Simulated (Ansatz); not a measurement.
`C[SiH](S)CCl` → `[CH2]` (triplet) + `S[SiH2]CCl`  (formal loss of a carbene)

Computed with Ansatz on PBE0-D4/def2-TZVP structures; ΔE is electronic, products minus reactants. CCSD(T)/CBS adds triple-zeta CCSD(T) − MP2 to the extrapolated MP2 energy (def2 sets, frozen cores). This one scheme is used for every species. Functionals use def2-TZVPP. Triplets are unrestricted, without spin–orbit coupling. One conformer a species, not always the lowest.

```
        level  ΔE (kJ/mol)
      ωB97X-V        494.2
HF/def2-QZVPP        328.6
```

Problem. What does CCSD(T)/CBS give? (An estimate is asked.)

Solution. The calculation gave: +485.2 kJ/mol. The listed levels differ from it by 9.0, -156.6 kJ/mol.

Largest T1 diagnostic among the species: 0.011.

The D4 term adds +14.6 kJ/mol with B3LYP and +8.0 kJ/mol with PBE0; it sums over pairs of atoms, weighted by their polarisabilities, and B3LYP, whose exchange is more repulsive, gets the larger term. In def2-TZVPP, CCSD(T) changes the Hartree–Fock value by +143.5 kJ/mol (the triples alone add +12.2 kJ/mol) and MP2 by +159.8 kJ/mol.

B3LYP here is the variant with VWN-RPA as its local correlation; programs differ in this.
